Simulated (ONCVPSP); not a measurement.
# Transferability test, ONCV potential for bismuth (Bi)

```
Element                 : Bi
Generator               : ONCVPSP 4.0.1
Type                    : optimised norm-conserving Vanderbilt (ONCV)
Functional              : PBEsol
Relativity              : scalar-relativistic
Frozen core             : [Xe] 4f14
Valence charge          : 15
Reference configuration : 5d10 6s2 6p1 (charge +2)
Partial waves           : 6s: rc 1.95 bohr, ncon 3, nbas 6, qcut 2.8 1/bohr, 2 projectors, debl 2.6 Ha; 6p: rc 2.40 bohr, ncon 4, nbas 9, qcut 3.2 1/bohr, 2 projectors, debl 2.2 Ha; 5d: rc 1.40 bohr, ncon 4, nbas 8, qcut 12.7 1/bohr, 2 projectors, debl 2.1 Ha
Local potential         : polynomial inside 1.30 bohr (lpopt 5, dvloc0 0 Ha)
Core correction         : none
```

Energies are relative to the spin-unpolarised reference configuration 5d10 6s2 6p1; without spin polarisation the order of configurations can differ from experiment.

```csv
valence configuration,charge,ΔE all-electron (eV),error AE − PS (meV)
5d10 6s2 6p0,+3,23.358,-14
5d10 6s2 6p2.5,+0.5,-20.127,+9.6
```

Problem. What are ΔE and the potential's error for 5d10 6s2 6p2?

Solution. ΔE = -15.291 eV all-electron; the error (AE − PS) is +7.1 meV.

Problem. What are ΔE and the potential's error for 5d10 6s2 6p3?

Solution. ΔE = -23.240 eV all-electron; the error (AE − PS) is +12 meV.

Note: ghosts flagged at negative energy: s at -98.8 eV, p at -9.9 eV; no localised positive-energy state flagged. A true bound ghost makes a file unfit for plane-wave use.
